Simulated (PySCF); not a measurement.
SCF from a fresh guess for singlet SeH4, at the PBE0 minimum. PySCF input:

```python
from pyscf import gto, scf, dft
mol = gto.M(atom='''
Se    -0.022180     0.000000     0.000000
H      0.439610    -1.042570    -1.042570
H      0.439610     1.042570     1.042570
H      0.439610    -1.042570     1.042570
H      0.439610     1.042570    -1.042570''',
    basis={'Se': 'def2-TZVP', 'H': 'def2-TZVP'},
    charge=0, spin=0)
mf = dft.RKS(mol, xc='PBE0')
mf.grids.atom_grid = (50, 194)
aux = {'Se': 'def2-universal-JKFIT', 'H': 'def2-universal-JKFIT'}
mf = mf.density_fit(auxbasis=aux)
mf.conv_tol = 1e-08
mf.diis_space = 10
mf.max_cycle = 60
mf.init_guess = 'minao'
mf.verbose = 4
mf.kernel()
```

Excerpt of the output (cycles and frontier levels):

```
init E= -2402.66406543479
  HOMO = -0.218954095241479  LUMO = -0.0730197415537148  gap/eV = 3.97108
cycle= 1 E= -2403.51630620648  delta_E= -0.852  |g|= 0.321  |ddm|= 1.57
  HOMO = -0.238787751427044  LUMO = -0.0480468278344288  gap/eV = 5.19032
cycle= 2 E= -2403.51852502435  delta_E= -0.00222  |g|= 0.266  |ddm|= 0.227
  HOMO = -0.233863540258484  LUMO = -0.0404168347261811  gap/eV = 5.26395
cycle= 3 E= -2403.52347763591  delta_E= -0.00495  |g|= 0.0164  |ddm|= 0.124
  HOMO = -0.235777635778835  LUMO = -0.0423730718067814  gap/eV = 5.26281
cycle= 4 E= -2403.52354299543  delta_E= -6.54e-05  |g|= 0.00516  |ddm|= 0.0239
  HOMO = -0.235641556388213  LUMO = -0.0421217395496054  gap/eV = 5.26594
cycle= 5 E= -2403.52355046412  delta_E= -7.47e-06  |g|= 0.00041  |ddm|= 0.00558
  HOMO = -0.235570546857629  LUMO = -0.0420538573857376  gap/eV = 5.26586
cycle= 6 E= -2403.52355051659  delta_E= -5.25e-08  |g|= 8.09e-05  |ddm|= 0.000465
  HOMO = -0.235570617686131  LUMO = -0.0420581014100554  gap/eV = 5.26574
cycle= 7 E= -2403.52355051835  delta_E= -1.76e-09  |g|= 3.76e-06  |ddm|= 8.28e-05
  HOMO = -0.235572673339258  LUMO = -0.0420596665051294  gap/eV = 5.26576
Extra cycle  E= -2403.52355051834  delta_E= 9.09e-12  |g|= 2.13e-06  |ddm|= 7.18e-06
converged SCF energy = -2403.52355051834
```

No lower solution of this spin was found by a stability analysis within the restricted form, which does not test spin polarisation.

The search for the lowest solution, with the stability check, took 4.4 s on 2 threads of a shared Arm Neoverse N1 host, with 72 basis functions; the process peaked at 0.33 GiB.
